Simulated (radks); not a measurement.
Values are calculated unless marked as measured or tabulated.
Valence configurations of neutral rubidium (all share [Kr]). Level of theory: Dirac Kohn-Sham, PBE, spin-unpolarised, spherical densities, finite nucleus; open shells are shared between the two j in proportion to 2j + 1; Fermi nuclear charge, rms radius 4.2036 fm (a radial shooting solver on a logarithmic mesh with Libxc functionals). Order these by energy: 4d0.5 5s0.5; 5s1; 4d1; 4d0.5 5p0.5; 5p1; 5s0.5 5p0.5.

Answer. From the lowest, in eV above it: 5s1 0.000; 5s0.5 5p0.5 0.750; 4d0.5 5s0.5 1.117; 5p1 1.519; 4d0.5 5p0.5 1.883; 4d1 2.240. NIST lists [Kr] 5s1 as the ground configuration; this level of theory agrees among the configurations tried. The energies are those of spherical spin-averaged densities, not of single terms.
